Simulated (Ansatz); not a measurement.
C$_{2}$H$_{5}$AlF$_{2}$ from Hartree–Fock to CCSD(T)

Z-matrix (Å, degrees):
```
C
C 1 1.484
H 1 1.096 2 106.2
H 1 1.091 2 112.5 3 117.3
H 1 1.094 2 113.0 3 -117.7
F 2 1.610 1 107.0 3 179.6
Al 2 1.943 1 126.2 3 -111.1
H 2 1.090 1 113.2 3 69.2
F 7 1.655 2 115.3 1 2.7
H 7 1.570 2 124.9 1 175.4
```

Total charge 0; spin multiplicity 1. The bonds changed during the relaxation, so this is another structure than the one it started from. The structure was optimised at the PBE0-D4/def2-TZVP level. It is one conformer, not always the lowest. Frozen core, restricted reference, Ansatz 0.2.0. CBS rows extrapolate triple and quadruple zeta; past MP2 they add the triple-zeta difference.

```tsv
basis	HF (Eh)	MP2 corr.
def2-TZVPP	-519.63606	-0.92327
def2-QZVPP	-519.65712	-1.00064
```

**Question.** Estimate the CCSD correlation energy and the (T) correction in each basis where they were run (hartree).

**Answer.** 
```csv
basis,CCSD corr.,(T)
def2-TZVPP,-0.95452,-0.03186
CBS(def2),-1.08920,as TZ
```
